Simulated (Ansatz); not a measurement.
CH9NSi3 can be A, `N[SiH]1C[SiH2][SiH2]1`, or B, `[SiH3][SiH]1NC[SiH2]1`.

Computed with Ansatz on PBE0-D4/def2-TZVP structures; ΔE is electronic, products minus reactants. CCSD(T)/CBS is the MP2 limit (def2-TZVPP, def2-QZVPP) plus CCSD(T) − MP2 in def2-TZVPP, frozen cores. Functionals use def2-TZVPP. B3LYP here is the variant with VWN-RPA as its local correlation; programs differ in this. Each species was taken in one conformer, which may not be the lowest.

Which isomer does CCSD(T)/CBS put lower? Give the gap. (An estimate is asked.)

Computed: A, by 115.5 kJ/mol.

Give E(B) − E(A) in kJ/mol with ωB97M-V, B2PLYP, CCSD/def2-TZVPP, r2SCAN-D4, PBE0-D4, B3LYP, B3LYP-D4. (Best estimate.)

Computed: ωB97M-V 114.6, B2PLYP 109.3, CCSD/def2-TZVPP 111.1, r2SCAN-D4 119.5, PBE0-D4 113.7, B3LYP 103.2, B3LYP-D4 105.7. None reverses the order clearly.

Largest T1 diagnostic: 0.013.

In def2-TZVPP, CCSD(T) changes the Hartree–Fock value by +13.6 kJ/mol (the triples alone add +2.0 kJ/mol) and MP2 by +20.1 kJ/mol. From PBE to PBE0 (25 % exact exchange), in def2-TZVPP and without D4, E(B) − E(A) moves by +3.2 kJ/mol.
